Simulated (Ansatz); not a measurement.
FGeH5OSi, SMILES `[OH][GeH]([F])[SiH3]` at its PBE0-D4/def2-TZVP geometry, where that method's forces vanish. Total charge 0; spin multiplicity 1.

```xyz
9

O     1.2701   -1.5466    0.1493
Ge    0.2938   -0.3698   -0.7420
F    -0.9737   -1.2709   -1.5413
Si   -0.7144    1.0584    0.8752
H     1.7604   -2.1447   -0.4203
H     1.1093    0.2289   -1.9068
H    -1.6272    1.9957    0.1741
H     0.3515    1.8232    1.5701
H    -1.4697    0.2258    1.8418
```

**Question.** What forces (eV/Å) does PBE-D4/def2-TZVPP give on these atoms in Ansatz 0.2.0? (An estimate is asked.)

**Answer.** Computed: 
```
O1   0.091 -0.110  0.633
Ge2  0.108  0.550  0.032
F3  -0.500 -0.330 -0.311
Si4  0.026 -0.027 -0.015
H5   0.241 -0.277 -0.290
H6   0.106  0.094 -0.165
H7  -0.094  0.095 -0.069
H8   0.103  0.086  0.079
H9  -0.082 -0.080  0.106
```
